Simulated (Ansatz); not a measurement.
Program: Ansatz. Geometries: PBE0-D4/def2-TZVP. ΔE: electronic, gas phase. CCSD(T)/CBS is the MP2 limit (def2-TZVPP, def2-QZVPP) plus CCSD(T) − MP2 in def2-TZVPP, frozen cores. This one scheme is used for every species. DFT in def2-TZVPP. B3LYP here is the variant with VWN-RPA as its local correlation; programs differ in this. For Ga outer-core shells are correlated without core-valence functions, which leaves a few kJ/mol of doubt a bond. Scalar relativity is left out up to krypton. Each species was taken in one conformer, which may not be the lowest.

`B[CH2][GaH][CH3]` + H₂S → `BS` + `[CH3][GaH][CH3]`  (ligand exchange at a B–C bond)

Is it downhill or uphill in electronic energy at CCSD(T)/CBS, and by how much? (Estimate.)

Computed: Downhill: ΔE = -0.59 eV.

What do these levels give: r2SCAN-D4, r2SCAN, B3LYP, CCSD(T)/def2-TZVPP, HF/def2-QZVPP, CCSD/CBS(def2)? (Best estimate.)

Ansatz gave: r2SCAN-D4 -0.62, r2SCAN -0.63, B3LYP -0.65, CCSD(T)/def2-TZVPP -0.59, HF/def2-QZVPP -0.63, CCSD/CBS(def2) -0.58 eV.

Largest T1 diagnostic among the species: 0.015.

The D4 term adds +0.05 eV with B3LYP and +0.03 eV with PBE0; it sums over pairs of atoms, weighted by their polarisabilities, and B3LYP, whose exchange is more repulsive, gets the larger term. In def2-TZVPP, CCSD(T) changes the Hartree–Fock value by +0.05 eV (the triples alone add −0.00 eV) and MP2 by +0.05 eV.
